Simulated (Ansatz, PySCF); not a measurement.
Cl3Ge, SMILES [Cl][Ge]([Cl])[Cl], multiplicity 2. Atoms are numbered in the order given.

```xyz
4

Cl     1.7732    -1.0238    -0.3086
Ge     0.0000     0.0000     0.4570
Cl    -1.7732    -1.0238    -0.3086
Cl     0.0000     2.0475    -0.3086
```
Charge 0, spin multiplicity 2.

Geometry optimised at B3LYP-D3(BJ)/def2-SVP. The isomer is the one that the SMILES or the coordinates give; other isomers of the formula were not compared.

Two levels are set side by side: PBE-D3(BJ)/def2-SVP (Ansatz, a quantum-chemistry and plane-wave program) and B3LYP-D3(BJ)/def2-SVP (Ansatz). Each level has its own optimised geometry; the coordinates shown are those of the second. Frequencies come from the Hessian of PySCF at each geometry. Differences are taken from unrounded values.

| quantity | B3LYP-D3(BJ) |
|---|---|
| mean bond length (Å) | 2.186 |
| bond Cl1–Ge2 (Å) | 2.186 |
| bond Ge2–Cl3 (Å) | 2.186 |
| bond Ge2–Cl4 (Å) | 2.186 |
| highest harmonic wavenumber (cm⁻¹) | 408 |
| mean harmonic wavenumber (cm⁻¹) | 265 |
| zero-point energy (kcal/mol) | 2.27 |

Q: What does PBE-D3(BJ) give, and how far is it from B3LYP-D3(BJ)? (An estimate is asked for; the answer gives what the named calculation found.)

A: 
| quantity | PBE-D3(BJ) | PBE-D3(BJ) minus B3LYP-D3(BJ) |
|---|---|---|
| mean bond length (Å) | 2.191 | 0.005 |
| bond Cl1–Ge2 (Å) | 2.191 | 0.005 |
| bond Ge2–Cl3 (Å) | 2.191 | 0.005 |
| bond Ge2–Cl4 (Å) | 2.191 | 0.005 |
| highest harmonic wavenumber (cm⁻¹) | 402 | -6 |
| mean harmonic wavenumber (cm⁻¹) | 259 | -6 |
| zero-point energy (kcal/mol) | 2.22 | -0.05 |
